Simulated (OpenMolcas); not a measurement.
## Ru III: effect of the active space

| Quantity | Value |
| --- | --- |
| Program | OpenMolcas |
| Method | SS-CASPT2, IPEA 0.25 Eh, imaginary shift 0.1 Eh |
| Basis | ANO-R1 |
| Scalar Hamiltonian | X2C, finite nucleus |
| Spin-orbit coupling | state interaction with AMFI integrals over the reference wave functions, term energies averaged over their components |

A. 6 electrons in 5 orbitals (4d); 2S+1 = 5 even, 5 roots; 2S+1 = 3 even, 45 roots; 2S+1 = 1 even, 50 roots; closed shells correlated: 4s 4p; CASPT2 step about 10 core-seconds
B. 6 electrons in 6 orbitals (4d 5s); 2S+1 = 5 even, 30 roots; 2S+1 = 7 even, 1 root kept (CI in the orbitals of an earlier block); 2S+1 = 3 even, 127 roots kept (CI in the orbitals of an earlier block, 107 in the spin-orbit step); 2S+1 = 1 even, 102 roots kept (CI in the orbitals of an earlier block, 62 in the spin-orbit step); closed shells correlated: 4s 4p; CASPT2 step of the order of 30 core-seconds

Energies in cm⁻¹ above 4d⁶ ⁵D₄, the measured ground level; measured values from Moore, Atomic Energy Levels, vol. III, NSRDS-NBS 35 (1971 reprint of NBS Circular 467, 1958).

```csv
Level,A,B,Measured
4d⁶ ⁵D₄,0.0,0.0,0.0
4d⁶ ⁵D₃,1205,1280,1159
4d⁶ ⁵D₂,1909,2010,1826
4d⁶ ⁵D₁,2370,2490,2266
4d⁶ ⁵D₀,2590,2720,2476
4d⁶ ³P₂(1),15320,15110,
4d⁶ ³H₆,16620,16810,
4d⁶ ³H₅,16920,17030,
4d⁶ ³F₃(1),18040,17890,
4d⁶ ³F₂(1),18470,18330,
4d⁶ ³P₁(1),18750,18750,
4d⁶ ³P₀(1),19470,19400,
4d⁶ ³G₅,20510,20470,
4d⁶ ³G₄,21490,21410,
4d⁶ ³G₃,21760,21670,
4d⁶ ³D₂,24630,23970,
4d⁶ ³D₁,24830,24160,
4d⁶ ³D₃,25050,24380,
4d⁶ ¹I₆,25580,25920,
4d⁶ ¹G₄(1),26360,26250,
4d⁶ ¹D₂(1),30290,30180,
4d⁶ ¹F₃,34350,33810,
4d⁶ ³P₀(2),38540,37970,
4d⁶ ³P₁(2),39510,38830,
```

Deviations, from unrounded energies. A percentage is the sum of absolute deviations over the sum of measured energies, with the sign that they share, or ± where signs differ.

| Against measurement | Levels | A | B |
| --- | --- | --- | --- |
| mean absolute deviation (cm-1) | 4 | 86 | 190 |
| fine structure of the ground term (%) | 4 | +4.5 | +10.0 |

A lies closest to measurement on these levels. The largest miss of A in the table is 4d⁶ ⁵D₀, by +110 cm-1. The ranking rests on the paired levels alone, and a cruder setting can come out closer through cancelling errors.

The spin-orbit steps hold different terms of 4d⁶ (B lacks a ¹S), which shifts levels as well.

Between A and B the level of the table that moves most is 4d⁶ ³P₁(2), by 680 cm-1 (lowest in B, highest in A). Moves below CASPT2's spread within the term are not significant.

CASPT2 does not keep the components of a term degenerate, so their means are used; among the terms shown or strongly mixed into the levels shown the widest spread is 180 cm-1 (4d⁶ ¹F, A). Levels of configurations with an s electron are missing; early in the row they begin among the upper levels of the d shell and mix with terms of their name (holds for A). Some high roots are left out of the spin-orbit mixing, which shifts the levels that they would mix with (holds for B). Terms from blocks run as CI alone lack orbitals of their own (holds for B). Measured partners are found by configuration, term and J. A level has none where our copy of the source lacks it or the pairing is in doubt (some pairs that miss far off the trend of their configuration count as doubtful), and it then counts in no deviation. Levels of configurations outside the active space are missing. Levels that lie high or do not pair safely by name in every column are left out.

A number in round brackets counts repeated terms of one configuration in the order of the reference energies.
